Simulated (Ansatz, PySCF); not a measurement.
This PySCF input computes a PBE/def2-TZVPD energy:

```python
from pyscf import gto, scf, dft

mol = gto.M(
    atom='''
    B    -0.23786288    0.00343873    0.81000921
    B     0.20188960   -0.00291868   -0.68750716
    H    -0.56932867    0.00823067    1.93877017
    H     0.33858303    1.02002683   -1.29056935
    H     0.41061205   -1.03085779   -1.26071108
    ''',
    basis='def2-tzvpd',
    charge=0,
    spin=1,
    verbose=4,
)

mf = dft.UKS(mol, xc='pbe').density_fit(auxbasis='def2-universal-jkfit')
mf.grids.level = 3
mf.conv_tol = 1e-9
mf.max_cycle = 100
mf.max_memory = 1500
mf.kernel()
if not mf.converged:
    mf = mf.newton()
    mf.kernel(mf.make_rdm1())
for _ in range(2):
    mo, _, stable, _ = mf.stability(return_status=True)
    if stable:
        break
    mf.kernel(mf.make_rdm1(mo, mf.mo_occ))
mf.analyze()
```

Write an input for the same energy in Ansatz (a program for electronic structure) and say what it gives.


Ansatz 0.2 input:
```yaml
crystal:
  periodic: [false, false, false]
  atoms:
    - {symbol: B, position_ang: [-0.23786288, 0.00343873, 0.81000921]}
    - {symbol: B, position_ang: [0.20188960, -0.00291868, -0.68750716]}
    - {symbol: H, position_ang: [-0.56932867, 0.00823067, 1.93877017]}
    - {symbol: H, position_ang: [0.33858303, 1.02002683, -1.29056935]}
    - {symbol: H, position_ang: [0.41061205, -1.03085779, -1.26071108]}
basis:
  gaussian:
    orbitals: def2-TZVPD
hamiltonian:
  xc: {name: PBE}
magnetization: {spin_polarized: true, initial_magnetization: 1}
output: {forces: true}
```
It gives -51.30834 Eh, and PySCF -51.30836 Eh, a difference of 0.02 mEh, from the treatment of integrals and grids.

It need not be the lowest isomer of its formula.
